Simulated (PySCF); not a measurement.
B3LYP has the VWN-RPA correlation part, as in Gaussian. 

```xyz
6

N      0.6548     0.0091     0.2305
C     -0.6257    -0.0104    -0.2164
O     -1.5668    -0.4577     0.3974
H      0.8673    -0.3710     1.1387
H      1.3961     0.3952    -0.3267
H     -0.7257     0.4348    -1.2234
```

Charge 0, multiplicity 1.

Give the Mulliken and meta-Löwdin atomic charges from PySCF 2.14.0 with B3LYP-D3(BJ)/def2-TZVP.


| atom | Mulliken (e) | meta-Löwdin (e) |
|---|---|---|
| N1 | -0.38 | -0.43 |
| C2 | 0.19 | 0.33 |
| O3 | -0.34 | -0.47 |
| H4 | 0.24 | 0.25 |
| H5 | 0.23 | 0.25 |
| H6 | 0.06 | 0.07 |
